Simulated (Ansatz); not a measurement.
`[SiH3]CS` + `[OH][SnH3]` → `[SiH3][O][SnH3]` + CH₃SH at 700 K and 1 bar (ligand exchange at the Si–C bond).

Calculated with Ansatz (gas phase, PBE0-D4/def2-TZVP geometries, no zero-point term in ΔE). CCSD(T)/CBS is the MP2 limit (def2-TZVPP, def2-QZVPP) plus CCSD(T) − MP2 in def2-TZVPP, frozen cores. This one scheme is used for every species. def2 core potentials past Kr. For Sn outer-core shells are correlated without core-valence functions, which leaves a few kJ/mol of doubt a bond. Each species was taken in one conformer, which may not be the lowest.

```
          species  CCSD(T)/CBS energy (Eh)  H − E (kJ/mol)  S (J/(mol·K))
       `[SiH3]CS`               -728.50660           225.1          403.3
     `[OH][SnH3]`               -291.59405           135.8          359.4
`[SiH3][O][SnH3]`               -581.91447           201.4          473.7
            CH₃SH               -438.22835           160.2          309.0
```

H − E and S are ideal-gas, rigid-rotor, harmonic terms from PBE0-D4/def2-TZVP, for one conformer and one mirror image of each species. 1 Eh = 2625.50 kJ/mol, R = 8.31446 J/(mol·K).

**Question.** By hand: ΔE, ΔH, ΔS and ΔG.

**Answer.** ΔE = (-581.91447) + (-438.22835) − (-728.50660) − (-291.59405) = -0.04217 Eh = -110.7 kJ/mol. Δ(H − E) = 201.4 + 160.2 − 225.1 − 135.8 = 0.7, so ΔH = -110.0 kJ/mol. ΔS = 473.7 + 309.0 − 403.3 − 359.4 = 20.0 J/(mol·K). ΔG = -110.0 − 700 × (20.0)/1000 = -124.0 kJ/mol.

**Question.** By hand: the equilibrium constant, and the temperature at which ΔG would vanish if ΔH and ΔS stayed fixed.

**Answer.** log₁₀ K = −ΔG/(RT ln 10) = 9.3. ΔH and −TΔS have one sign here, so there is no such temperature.

ΔH outweighs TΔS. A doubt of 5 kJ/mol in ΔE shifts log₁₀ K by 0.4 here. Other conformers and mirror images would add mixing entropy, several J/(mol·K) or more a flexible species. Modes under 60 cm⁻¹, often nearly free rotors, make the harmonic entropy too high. These are equilibria of isolated gas molecules and say nothing of rates. Largest T1 diagnostic: 0.014 (customary marks: 0.02 for closed shells, 0.045 for open ones).
